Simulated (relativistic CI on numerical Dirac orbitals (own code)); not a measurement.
Calculated at this level of theory: Dirac-Coulomb-Breit CI, orbitals from a KLI potential per configuration, QED by a radiative potential, unscaled Slater integrals (own radial code, finite nucleus).

The strongest absorption lines from the ground level of an ion, among the configurations computed and to levels below about 1170 eV (vacuum wavelength in Å, gf): 15.723 (0.66), 16.283 (1.4), 16.391 (0.016), 17.991 (0.13), 18.760 (0.23), 67.071 (1.6), 84.663 (0.14), 102.29 (0.00012).

(1) Which ion is it?
A. Pd28+
B. Mo24+
C. Ru24+
D. Ru26+

## Answers

(1) D. Ru26+ has 18 electrons and the ground level 3s²3p⁶ ¹S0; the strongest line goes to 3s²3p⁵3d ¹P°1. The pattern of lines fixes the number of electrons, and along that sequence the line energies rise steadily with the charge (about as its square where n changes within one kind of shell, about linearly where n is kept but much faster in heavy ions where fine structure, which grows about as Z⁴, sets the gap, and irregularly where shells cross), which fixes Z. Configurations outside the model, such as inner-shell arrays, can give stronger lines. At this charge energies of transitions that change n are usually good to better than 1 %, and those within a shell (Δn = 0) to a few per cent.

LS names give the leading component of a level, which can be under half, so a name can repeat, a term be missing and a line seem to break the LS rules.
